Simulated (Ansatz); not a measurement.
Ansatz (a quantum-chemistry and plane-wave program) input (HF/6-31G*):

Ansatz 0.2 input:
```yaml
crystal:
  periodic: [false, false, false]
  atoms:
    - {symbol: C, position_ang: [1.37292319, 0.05871420, 0.24590516]}
    - {symbol: C, position_ang: [-0.10802207, -0.02603940, 0.31944934]}
    - {symbol: F, position_ang: [-0.66399164, 1.06884567, -0.23004086]}
    - {symbol: F, position_ang: [-0.54686344, -1.09659722, -0.36694644]}
    - {symbol: H, position_ang: [1.85019421, 1.00873219, 0.38563928]}
    - {symbol: H, position_ang: [1.95043567, -0.84451197, 0.26847182]}
    - {symbol: H, position_ang: [-0.49234087, -0.11050509, 1.32664763]}
basis:
  gaussian:
    orbitals: 6-31G*
hamiltonian:
  xc: {name: HF}
magnetization: {spin_polarized: true, initial_magnetization: 1}
phonons: {temperatures: {t_min: 298.15, t_max: 298.15, t_step: 100}}
```

Output:

```
Functional definition: HF
integrals: 0.02 GiB planned
704 factors; integrals over basis functions are off by at most 4.1e-4 eV
mean field: 0.20 GiB planned
mean field evaluation 1: about -7516.1806 eV, gradient 2.3e1 eV
mean field evaluation 2: about -7516.2368 eV, gradient 2.3e1 eV
mean field evaluation 4: about -7518.6635 eV, gradient 2.5e0 eV
mean field evaluation 8: about -7518.7217 eV, gradient 3.8e-1 eV
mean field evaluation 16: about -7518.7243 eV, gradient 1.9e-5 eV
mean field -7518.72427881 eV, -276.3080208718 hartree, gradient 1.9e-5 eV, S^2 0.761204; 0 other end points of the search recorded, 0 dependent functions left out
the calculation of the forces begins
reference -7518.72427881 eV, -276.3080208718 hartree; 17, 16 occupied and 49, 50 virtual orbitals, 704 factors
these checks for a lower state are left out or cut short: stability, starts, cluster_reference, orbital_swaps, neighbouring_geometries, increment
integrals: 0.02 GiB planned
704 factors; integrals over basis functions are off by at most 4.1e-4 eV
mean field: 0.20 GiB planned
mean field -7518.72425704 eV, -276.3080200720 hartree, gradient 1.9e-6 eV, S^2 0.761184; 0 other end points of the search recorded, 0 dependent functions left out
the calculation of the forces begins
reference -7518.72425704 eV, -276.3080200720 hartree; 17, 16 occupied and 49, 50 virtual orbitals, 704 factors
these checks for a lower state are left out or cut short: stability, starts, cluster_reference, orbital_swaps, neighbouring_geometries, increment
integrals: 0.02 GiB planned
704 factors; integrals over basis functions are off by at most 4.1e-4 eV
mean field: 0.20 GiB planned
mean field -7518.72425911 eV, -276.3080201480 hartree, gradient 2.3e-6 eV, S^2 0.761223; 0 other end points of the search recorded, 0 dependent functions left out
the calculation of the forces begins
reference -7518.72425911 eV, -276.3080201480 hartree; 17, 16 occupied and 49, 50 virtual orbitals, 704 factors
these checks for a lower state are left out or cut short: stability, starts, cluster_reference, orbital_swaps, neighbouring_geometries, increment
integrals: 0.02 GiB planned
704 factors; integrals over basis functions are off by at most 4.1e-4 eV
mean field: 0.20 GiB planned
mean field evaluation 32: about -7518.7240 eV, gradient 9.8e-2 eV
mean field -7518.72406717 eV, -276.3080130944 hartree, gradient 1.7e-6 eV, S^2 0.761196; 0 other end points of the search recorded, 0 dependent functions left out
the calculation of the forces begins
reference -7518.72406717 eV, -276.3080130944 hartree; 17, 16 occupied and 49, 50 virtual orbitals, 704 factors
these checks for a lower state are left out or cut short: stability, starts, cluster_reference, orbital_swaps, neighbouring_geometries, increment
integrals: 0.02 GiB planned
704 factors; integrals over basis functions are off by at most 4.1e-4 eV
mean field: 0.20 GiB planned
mean field -7518.72406880 eV, -276.3080131540 hartree, gradient 1.7e-6 eV, S^2 0.761213; 0 other end points of the search recorded, 0 dependent functions left out
the calculation of the forces begins
reference -7518.72406880 eV, -276.3080131540 hartree; 17, 16 occupied and 49, 50 virtual orbitals, 704 factors
these checks for a lower state are left out or cut short: stability, starts, cluster_reference, orbital_swaps, neighbouring_geometries, increment
integrals: 0.02 GiB planned
704 factors; integrals over basis functions are off by at most 4.1e-4 eV
mean field: 0.20 GiB planned
mean field -7518.72407110 eV, -276.3080132385 hartree, gradient 1.6e-6 eV, S^2 0.761217; 0 other end points of the search recorded, 0 dependent functions left out
the calculation of the forces begins
reference -7518.72407110 eV, -276.3080132385 hartree; 17, 16 occupied and 49, 50 virtual orbitals, 704 factors
these checks for a lower state are left out or cut short: stability, starts, cluster_reference, orbital_swaps, neighbouring_geometries, increment
integrals: 0.02 GiB planned
704 factors; integrals over basis functions are off by at most 4.1e-4 eV
mean field: 0.20 GiB planned
mean field -7518.72406929 eV, -276.3080131721 hartree, gradient 1.3e-6 eV, S^2 0.761191; 0 other end points of the search recorded, 0 dependent functions left out
the calculation of the forces begins
reference -7518.72406929 eV, -276.3080131721 hartree; 17, 16 occupied and 49, 50 virtual orbitals, 704 factors
these checks for a lower state are left out or cut short: stability, starts, cluster_reference, orbital_swaps, neighbouring_geometries, increment
integrals: 0.02 GiB planned
704 factors; integrals over basis functions are off by at most 4.1e-4 eV
mean field: 0.20 GiB planned
mean field -7518.72408705 eV, -276.3080138248 hartree, gradient 3.2e-6 eV, S^2 0.761188; 0 other end points of the search recorded, 0 dependent functions left out
[...]
mean field -7518.72417816 eV, -276.3080171732 hartree, gradient 2.8e-6 eV, S^2 0.761202; 0 other end points of the search recorded, 0 dependent functions left out
the calculation of the forces begins
reference -7518.72417816 eV, -276.3080171732 hartree; 17, 16 occupied and 49, 50 virtual orbitals, 704 factors
these checks for a lower state are left out or cut short: stability, starts, cluster_reference, orbital_swaps, neighbouring_geometries, increment
integrals: 0.02 GiB planned
704 factors; integrals over basis functions are off by at most 4.1e-4 eV
mean field: 0.20 GiB planned
mean field evaluation 96: about -7518.7242 eV, gradient 1.3e-4 eV
mean field -7518.72423757 eV, -276.3080193564 hartree, gradient 1.6e-6 eV, S^2 0.761204; 0 other end points of the search recorded, 0 dependent functions left out
the calculation of the forces begins
reference -7518.72423757 eV, -276.3080193564 hartree; 17, 16 occupied and 49, 50 virtual orbitals, 704 factors
these checks for a lower state are left out or cut short: stability, starts, cluster_reference, orbital_swaps, neighbouring_geometries, increment
integrals: 0.02 GiB planned
704 factors; integrals over basis functions are off by at most 4.1e-4 eV
mean field: 0.20 GiB planned
mean field -7518.72423674 eV, -276.3080193260 hartree, gradient 1.6e-6 eV, S^2 0.761203; 0 other end points of the search recorded, 0 dependent functions left out
the calculation of the forces begins
reference -7518.72423674 eV, -276.3080193260 hartree; 17, 16 occupied and 49, 50 virtual orbitals, 704 factors
these checks for a lower state are left out or cut short: stability, starts, cluster_reference, orbital_swaps, neighbouring_geometries, increment
integrals: 0.02 GiB planned
704 factors; integrals over basis functions are off by at most 4.1e-4 eV
mean field: 0.20 GiB planned
mean field -7518.72424033 eV, -276.3080194577 hartree, gradient 1.7e-6 eV, S^2 0.761222; 0 other end points of the search recorded, 0 dependent functions left out
the calculation of the forces begins
reference -7518.72424033 eV, -276.3080194577 hartree; 17, 16 occupied and 49, 50 virtual orbitals, 704 factors
these checks for a lower state are left out or cut short: stability, starts, cluster_reference, orbital_swaps, neighbouring_geometries, increment
integrals: 0.02 GiB planned
704 factors; integrals over basis functions are off by at most 4.1e-4 eV
mean field: 0.20 GiB planned
mean field -7518.72423980 eV, -276.3080194383 hartree, gradient 1.7e-6 eV, S^2 0.761186; 0 other end points of the search recorded, 0 dependent functions left out
the calculation of the forces begins
reference -7518.72423980 eV, -276.3080194383 hartree; 17, 16 occupied and 49, 50 virtual orbitals, 704 factors
these checks for a lower state are left out or cut short: stability, starts, cluster_reference, orbital_swaps, neighbouring_geometries, increment
integrals: 0.02 GiB planned
704 factors; integrals over basis functions are off by at most 4.1e-4 eV
mean field: 0.20 GiB planned
mean field -7518.72417730 eV, -276.3080171414 hartree, gradient 3.0e-6 eV, S^2 0.761239; 0 other end points of the search recorded, 0 dependent functions left out
the calculation of the forces begins
reference -7518.72417730 eV, -276.3080171414 hartree; 17, 16 occupied and 49, 50 virtual orbitals, 704 factors
these checks for a lower state are left out or cut short: stability, starts, cluster_reference, orbital_swaps, neighbouring_geometries, increment
integrals: 0.02 GiB planned
704 factors; integrals over basis functions are off by at most 4.1e-4 eV
mean field: 0.20 GiB planned
mean field evaluation 128: about -7518.7242 eV, gradient 3.2e-6 eV
mean field -7518.72417800 eV, -276.3080171673 hartree, gradient 3.2e-6 eV, S^2 0.761169; 0 other end points of the search recorded, 0 dependent functions left out
the calculation of the forces begins
reference -7518.72417800 eV, -276.3080171673 hartree; 17, 16 occupied and 49, 50 virtual orbitals, 704 factors
these checks for a lower state are left out or cut short: stability, starts, cluster_reference, orbital_swaps, neighbouring_geometries, increment
integrals: 0.02 GiB planned
704 factors; integrals over basis functions are off by at most 4.1e-4 eV
mean field: 0.20 GiB planned
mean field -7518.72427579 eV, -276.3080207610 hartree, gradient 1.1e-6 eV, S^2 0.761201; 0 other end points of the search recorded, 0 dependent functions left out
the calculation of the forces begins
reference -7518.72427579 eV, -276.3080207610 hartree; 17, 16 occupied and 49, 50 virtual orbitals, 704 factors
these checks for a lower state are left out or cut short: stability, starts, cluster_reference, orbital_swaps, neighbouring_geometries, increment
integrals: 0.02 GiB planned
704 factors; integrals over basis functions are off by at most 4.1e-4 eV
mean field: 0.20 GiB planned
mean field -7518.72427595 eV, -276.3080207667 hartree, gradient 2.6e-6 eV, S^2 0.761207; 0 other end points of the search recorded, 0 dependent functions left out
the calculation of the forces begins
reference -7518.72427595 eV, -276.3080207667 hartree; 17, 16 occupied and 49, 50 virtual orbitals, 704 factors
these checks for a lower state are left out or cut short: stability, starts, cluster_reference, orbital_swaps, neighbouring_geometries, increment
integrals: 0.02 GiB planned
704 factors; integrals over basis functions are off by at most 4.1e-4 eV
mean field: 0.20 GiB planned
mean field -7518.72417610 eV, -276.3080170973 hartree, gradient 2.7e-6 eV, S^2 0.761200; 0 other end points of the search recorded, 0 dependent functions left out
the calculation of the forces begins
reference -7518.72417610 eV, -276.3080170973 hartree; 17, 16 occupied and 49, 50 virtual orbitals, 704 factors
these checks for a lower state are left out or cut short: stability, starts, cluster_reference, orbital_swaps, neighbouring_geometries, increment
integrals: 0.02 GiB planned
704 factors; integrals over basis functions are off by at most 4.1e-4 eV
mean field: 0.20 GiB planned
mean field -7518.72417439 eV, -276.3080170346 hartree, gradient 2.3e-6 eV, S^2 0.761208; 0 other end points of the search recorded, 0 dependent functions left out
the calculation of the forces begins
reference -7518.72417439 eV, -276.3080170346 hartree; 17, 16 occupied and 49, 50 virtual orbitals, 704 factors
these checks for a lower state are left out or cut short: stability, starts, cluster_reference, orbital_swaps, neighbouring_geometries, increment
integrals: 0.02 GiB planned
704 factors; integrals over basis functions are off by at most 4.1e-4 eV
mean field: 0.20 GiB planned
mean field evaluation 160: about -7518.7242 eV, gradient 2.6e-6 eV
mean field -7518.72424979 eV, -276.3080198054 hartree, gradient 2.6e-6 eV, S^2 0.761205; 0 other end points of the search recorded, 0 dependent functions left out
the calculation of the forces begins
reference -7518.72424979 eV, -276.3080198054 hartree; 17, 16 occupied and 49, 50 virtual orbitals, 704 factors
these checks for a lower state are left out or cut short: stability, starts, cluster_reference, orbital_swaps, neighbouring_geometries, increment
integrals: 0.02 GiB planned
704 factors; integrals over basis functions are off by at most 4.1e-4 eV
mean field: 0.20 GiB planned
mean field -7518.72424837 eV, -276.3080197531 hartree, gradient 2.7e-6 eV, S^2 0.761203; 0 other end points of the search recorded, 0 dependent functions left out
the calculation of the forces begins
reference -7518.72424837 eV, -276.3080197531 hartree; 17, 16 occupied and 49, 50 virtual orbitals, 704 factors
Total energy: -7518.72427881 eV, -276.3080208718 hartree
Atom 0 at     1.372923     0.058714     0.245905 Å, force    -0.000217    -0.000035     0.000371 eV/Å
Atom 1 at    -0.108022    -0.026039     0.319449 Å, force    -0.000033     0.000009    -0.000173 eV/Å
Atom 2 at    -0.663992     1.068846    -0.230041 Å, force    -0.000174     0.000205     0.000170 eV/Å
Atom 3 at    -0.546863    -1.096597    -0.366946 Å, force    -0.000150    -0.000242     0.000142 eV/Å
Atom 4 at     1.850194     1.008732     0.385639 Å, force     0.000112    -0.000289    -0.000016 eV/Å
Atom 5 at     1.950436    -0.844512     0.268472 Å, force     0.000080     0.000299     0.000021 eV/Å
Atom 6 at    -0.492341    -0.110505     1.326648 Å, force     0.000383     0.000053    -0.000515 eV/Å
Dipole moment:     0.331270    -0.004918     0.361197 e Å
Vibrations: 143.95 410.74 420.73 525.91 688.42 1017.60 1071.09 1278.55 1290.28 1533.42 1557.20 1597.73 3278.83 3350.75 3466.40 cm⁻¹, zero-point energy 1.340989 eV
```

The blocks after the first are displaced geometries, from whose forces the wavenumbers follow.
